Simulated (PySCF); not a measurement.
Atom-mapped SMILES (the numbers label the heavy atoms): `[CH3:1][CH2:2][CH2:3][C:4](=[O:5])[O:6][CH3:7]`. Hydrogens are named by the atom that carries them.

Non-relativistic Hamiltonian, one averaged value for each set of equivalent atoms, isolated molecule, one conformer. GIAO B97-2/pcSseg-2 shieldings; PBE0-D3(BJ)/def2-TZVP geometry; PySCF.

**Question.** Predict the 2D correlation tables (HSQC, COSY, HMBC).

**Answer.** 

HSQC (one-bond C–H):
```
          δH         δC
3.60 (H(C7))  54.4 (C7)
2.31 (H(C3))  37.6 (C3)
1.66 (H(C2))  21.4 (C2)
0.92 (H(C1))  15.7 (C1)
```

COSY cross peaks (H two or three bonds apart, from the bond graph; peaks can be absent where the dihedral angle is near 90°):
```
          δH            δH
2.31 (H(C3))  1.66 (H(C2))
1.66 (H(C2))  0.92 (H(C1))
```

HMBC (two and three bonds, from the bond graph):
```
          δH                                δC
3.60 (H(C7))                        181.2 (C4)
2.31 (H(C3))  181.2 (C4), 21.4 (C2), 15.7 (C1)
1.66 (H(C2))  181.2 (C4), 37.6 (C3), 15.7 (C1)
0.92 (H(C1))              37.6 (C3), 21.4 (C2)
```

Shifts are taken against calculated references (same method and geometry level): $^{1}$H and $^{13}$C against TMS.

Short H···H contacts in this conformer between protons four or more bonds apart (candidates for NOE cross peaks, intensity ∝ r⁻⁶): H(C1)···H(C3) 2.57 Å.

Shifts are as computed. Against solution values, carbons near 30 ppm lie about +3 ppm off and those near 130 ppm about +7 ppm. Of 1309 compounds with measured shifts, 239 miss one by over three times the rms of a fit or turn the order of signals round; such compounds aren't used in these exercises.
